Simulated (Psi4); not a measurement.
MoO4 (SMILES [O]=[Mo-2](=[O])(=[O])=[O]), charge -2, singlet, at a GFN2-xTB geometry (such geometries of metal compounds can be far from the true shape) (core potentials on Mo) (a gas-phase anion, which may not be bound at this level); HF/def2-QZVPP run with Psi4.

The Psi4 input:
```
memory 2 GB

molecule mol {
-2 1
Mo    0.000000   -0.000000    0.000000
O     1.391967   -0.302508   -0.960574
O     0.477889    0.296695    1.623385
O    -0.831045    1.373337   -0.612451
O    -1.038811   -1.367524   -0.050360
}

set {
  basis def2-qzvpp
  reference rhf
}

energy('scf')
print_variables()
```

Question: Write the output that Psi4 gives for this input, abridged.

Answer: 
```
   => Loading Basis Set <=

    Name: DEF2-QZVPP
    Role: ORBITAL
    Keyword: BASIS

    !!!  WARNING: ECP capability is in beta. Please check occupations closely.  !!!

         ---------------------------------------------------------
                                   SCF
               by Justin Turney, Rob Parrish, Andy Simmonett
                          and Daniel G. A. Smith
                              RHF Reference
         ---------------------------------------------------------

  ==> Geometry <==

    Molecular point group: c1
    Full point group: C1

    Geometry (in Angstrom), charge = -2, multiplicity = 1:

       Center              X                  Y                   Z               Mass
    ------------   -----------------  -----------------  -----------------  -----------------
         MO          -0.000000000000     0.000000000000    -0.000000000000    97.905404820000
         O            1.391967000000    -0.302508000000    -0.960574000000    15.994914619570
         O            0.477889000000     0.296695000000     1.623385000000    15.994914619570
         O           -0.831045000000     1.373337000000    -0.612451000000    15.994914619570
         O           -1.038811000000    -1.367524000000    -0.050360000000    15.994914619570

  Running in c1 symmetry.

  Rotational constants: A =      0.13389  B =      0.13389  C =      0.13389 [cm^-1]
  Rotational constants: A =   4014.04113  B =   4014.03993  C =   4014.03916 [MHz]
  Nuclear repulsion =  210.414387447050558

  Charge       = -2
  Multiplicity = 1
  Electrons    = 48
  Nalpha       = 24
  Nbeta        = 24

  ==> Algorithm <==

  SCF Algorithm Type is DF.
  DIIS enabled.
  MOM disabled.
  Fractional occupation disabled.
  Guess Type is SAD.
  Energy threshold   = 1.00e-06
  Density threshold  = 1.00e-06
  Integral threshold = 1.00e-12

  ==> Primary Basis <==

  Basis Set: DEF2-QZVPP
    Blend: DEF2-QZVPP
    Number of shells: 89
    Number of basis functions: 309
    Number of Cartesian functions: 394
    Spherical Harmonics?: true
    Max angular momentum: 4

  Core potential: DEF2-QZVPP
    Number of shells: 4
    Number of ECP primitives: 14
    Number of ECP core electrons: 28
    Max angular momentum: 3

   => Loading Basis Set <=

    Name: (DEF2-QZVPP AUX)
    Role: JKFIT
    Keyword: DF_BASIS_SCF

  ==> Integral Setup <==

  SCF_SUBTYPE=INCORE selected. In-core MEM_DF algorithm will be used.
  Using in-core AOs.

  ==> MemDFJK: Density-Fitted J/K Matrices <==

    J tasked:                   Yes
    K tasked:                   Yes
    wK tasked:                   No
    Algorithm:                 Core
    Schwarz Cutoff:           1E-12
    Mask sparsity (%):       5.5844
    Fitting Condition:        1E-10

   => Auxiliary Basis Set <=

  Basis Set: (DEF2-QZVPP AUX)
    Blend: DEF2-UNIVERSAL-JKFIT
    Number of shells: 149
    Number of basis functions: 563
    Number of Cartesian functions: 756
    Spherical Harmonics?: true
    Max angular momentum: 6

  Minimum eigenvalue in the overlap matrix is 1.3436327639E-04.
  Reciprocal condition number of the overlap matrix is 2.0544379458E-05.
    Using symmetric orthogonalization.

  ==> Pre-Iterations <==

  SCF Guess: Superposition of Atomic Densities via on-the-fly atomic UHF (no occupation information).

   -------------------------
    Irrep   Nso     Nmo
   -------------------------
     A        309     309
   -------------------------
    Total     309     309
   -------------------------

  ==> Iterations <==

                           Total Energy        Delta E     RMS |[F,P]|

   @DF-RHF iter SAD:  -364.85888140264598   -3.64859e+02   0.00000e+00
   @DF-RHF iter   1:  -366.37746618552853   -1.51858e+00   4.67493e-03 DIIS/ADIIS
   @DF-RHF iter   2:  -366.10824972588239    2.69216e-01   5.71075e-03 DIIS/ADIIS
   @DF-RHF iter   3:  -367.11213022804003   -1.00388e+00   6.77004e-04 DIIS/ADIIS
   @DF-RHF iter   4:  -367.12976134734669   -1.76311e-02   1.42351e-04 DIIS/ADIIS
   @DF-RHF iter   5:  -367.13243813897873   -2.67679e-03   6.20950e-05 DIIS
   @DF-RHF iter   6:  -367.13307164955063   -6.33511e-04   2.66378e-05 DIIS
   @DF-RHF iter   7:  -367.13314438588606   -7.27363e-05   1.48531e-05 DIIS
   @DF-RHF iter   8:  -367.13316149792405   -1.71120e-05   2.86055e-06 DIIS
   @DF-RHF iter   9:  -367.13316277158151   -1.27366e-06   5.85692e-07 DIIS
   @DF-RHF iter  10:  -367.13316282897006   -5.73885e-08   1.57660e-07 DIIS
  Energy and wave function converged.

  ==> Post-Iterations <==

    Orbital Energies [Eh]
    ---------------------

    Doubly Occupied:

[...]
    Virtual:

[...]
    Final Occupation by Irrep:
              A
    DOCC [    24 ]
    NA   [    24 ]
    NB   [    24 ]

  @DF-RHF Final Energy:  -367.13316282897006

   => Energetics <=

    Nuclear Repulsion Energy =            210.4143874470505580
    One-Electron Energy =                -969.4610080047184510
    Two-Electron Energy =                 391.9134577286978356
    Total Energy =                       -367.1331628289700575

Computation Completed

Properties will be evaluated at   0.000000,   0.000000,   0.000000 [a0]

Properties computed using the SCF density matrix

 Multipole Moments:

 ------------------------------------------------------------------------------------
     Multipole            Electronic (a.u.)      Nuclear  (a.u.)        Total (a.u.)
 ------------------------------------------------------------------------------------

 L = 1.  Multiply by 2.5417464519 to convert [e a0] to [Debye]
 Dipole X            :         -0.0000718            0.0000000           -0.0000718
 Dipole Y            :         -0.0000105            0.0000000           -0.0000105
 Dipole Z            :          0.0000263            0.0000000            0.0000263
 Magnitude           :                                                    0.0000772

 ------------------------------------------------------------------------------------

  Variable Map:
  ----------------------------------------------------------------------------
[...]
  Array Variable Map:
  ----------------------------------------------------------------------------
[...]
[...]
```
